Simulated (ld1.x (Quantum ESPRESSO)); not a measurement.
# Scattering properties, TM potential for phosphorus (P)

phosphorus, norm-conserving Troullier–Martins (Kleinman–Bylander form), made with ld1.x (Quantum ESPRESSO) 7.5 (PW91, scalar-relativistic). Core [Ne], reference 3s1 3p4. Waves: 3s (bound): rc 1.15 bohr; 3p (bound): rc 1.75 bohr; 3d channel at -0.15 Ry: rc 1.55 bohr. Local part: all-electron potential smoothed inside 1.10 bohr (lloc = -1). Core correction: none.

The phase is arctan(r·u′/u) with u = r·R(r), unwrapped; energies in Ry, scanned from -3 to 5 Ry. A pole is an energy at which the radial function vanishes at the test radius. The pseudo phase is shifted by a multiple of π to meet the all-electron one at the reference energy, and phase errors are pseudo minus all-electron; the curves can meet again beyond the range given. Levels narrower than the energy grid can be missing from the lists of poles.

| channel | radius (bohr) | reference energy (Ry) | poles, all-electron | poles, pseudo | unbroken range about the reference energy with phases within 0.05 rad | phase error 1 Ry above the reference energy (rad) |
| --- | --- | --- | --- | --- | --- | --- |
| s | 1.89 | -1.08 | 1.75 | -0.48, 2.17 | below -0.6 | -3.077 |
| p | 1.89 | -0.45 | 2.81 | 2.53 | below 3.5 | -0.007 |
| d | 1.89 | -0.15 | 3.63 | 3.67 | the whole range | +0.001 |

Note: ghost state, extra bound levels that the all-electron valence spectrum of the same l lacks: s at -6.2 eV. A true bound ghost makes a file unfit for plane-wave use.

Phases in the s channel:

```
E (Ry)  all-electron  pseudo
 -3.00         1.045   1.033
 -2.52         0.905   0.890
 -2.04         0.643   0.623
 -1.56         0.117   0.102
 -1.08        -0.593  -0.593
 -0.60        -1.044  -1.108
 -0.12        -1.269  -4.342
  0.36        -1.394  -4.493
  0.84        -1.474  -4.580
  1.32        -1.531  -4.640
  1.80        -1.575  -4.684
  2.28        -1.612  -4.720
  2.76        -1.645  -4.750
  3.24        -1.676  -4.778
  3.72        -1.707  -4.803
  4.20        -1.740  -4.829
  4.68        -1.777  -4.855
```
